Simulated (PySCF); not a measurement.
A run for PySCF: R-B3LYP/3-21G on CH3FOSn (SMILES C[O][Sn][F]), a point of a torsion scan.

```python
from pyscf import gto, scf, dft, mp
from pyscf.data.elements import chemcore

mol = gto.M(
    atom='''
    C    -1.08391857   -0.09416741    0.18124292
    O     0.13266639    0.61900124    0.21067167
    Sn    2.07889497    0.99590276   -0.04520905
    F     2.88926730   -0.73495746   -0.90034348
    H    -0.94666588   -1.07889153   -0.26740680
    H    -1.81723865    0.46632006   -0.40268636
    H    -1.45777439   -0.21446904    1.20030227
    ''',
    basis='3-21g',
    charge=0, spin=0, verbose=3, max_memory=1800)
mf = dft.RKS(mol, xc='b3lyp')
mf.conv_tol = 1e-8
mf.max_cycle = 100
mf.kernel()
if not mf.converged:
    mf = mf.newton().run(mf.mo_coeff, mf.mo_occ)
```

Program output:

```
converged SCF energy = -6212.68475849136
```

The calculation finished and met its thresholds.

Cost: roughly 6 core-seconds.
